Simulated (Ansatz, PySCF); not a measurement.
Process, species as SMILES: CCS [ethanethiol] → CC[S] + H atom (the H-S bond at the site shown breaks; other sites are not compared here)
Geometries: B3LYP-D3(BJ)/def2-TZVP minima from Ansatz (a program for electronic structure), one conformer each, not searched for the lowest.

Quantity: bond dissociation energy (enthalpy at 298 K, with B3LYP-D3(BJ) rigid-rotor harmonic-oscillator terms from PySCF), in kcal/mol. Valence correlation only, unless marked. UHF or UKS for open shells. No spin-orbit coupling. No relativistic terms. CBS(X,Y): correlation extrapolated as X^-3; Hartree-Fock from the larger set. The bracket is a focal-point correction in the basis named.

```json
[
 {"level": "HF/STO-3G", "program": "Ansatz", "bond dissociation energy (kcal/mol)": "75.6"},
 {"level": "HF/aug-cc-pV(T+d)Z", "program": "Ansatz", "bond dissociation energy (kcal/mol)": "60.4"},
 {"level": "HF/cc-pV(T+d)Z", "program": "Ansatz", "bond dissociation energy (kcal/mol)": "60.5"},
 {"level": "RI-HF/cc-pV(Q+d)Z", "program": "Ansatz", "bond dissociation energy (kcal/mol)": "60.5"},
 {"level": "SVWN5/def2-TZVPD", "program": "Ansatz", "bond dissociation energy (kcal/mol)": "94.4"},
 {"level": "BLYP-D4/def2-TZVPD", "program": "Ansatz + dftd4", "bond dissociation energy (kcal/mol)": "83.0"},
 {"level": "revPBE-D4/def2-TZVPD", "program": "Ansatz + dftd4", "bond dissociation energy (kcal/mol)": "82.6"},
 {"level": "PBE0-D4/def2-TZVPD", "program": "Ansatz + dftd4", "bond dissociation energy (kcal/mol)": "83.1"},
 {"level": "TPSSh-D3(BJ)/def2-TZVPD", "program": "PySCF + dftd3", "bond dissociation energy (kcal/mol)": "85.5"},
 {"level": "r2SCANh-D4/def2-TZVPD", "program": "Ansatz + dftd4", "bond dissociation energy (kcal/mol)": "83.1"},
 {"level": "M06-2X/def2-TZVPD", "program": "PySCF", "bond dissociation energy (kcal/mol)": "84.8"},
 {"level": "HSE06-D4/def2-TZVPD", "program": "Ansatz + dftd4", "bond dissociation energy (kcal/mol)": "83.2"},
 {"level": "LC-wPBE-D3(BJ)/def2-TZVPD", "program": "Ansatz + dftd3", "bond dissociation energy (kcal/mol)": "82.4"},
 {"level": "CCSD/STO-3G", "program": "Ansatz", "bond dissociation energy (kcal/mol)": "88.8"},
 {"level": "RI-MP2/CBS(cc-pV(T+d)Z,cc-pV(Q+d)Z)+[CCSD(T)-MP2]/cc-pV(T+d)Z", "program": "Ansatz", "bond dissociation energy (kcal/mol)": "87.4"}
]
```
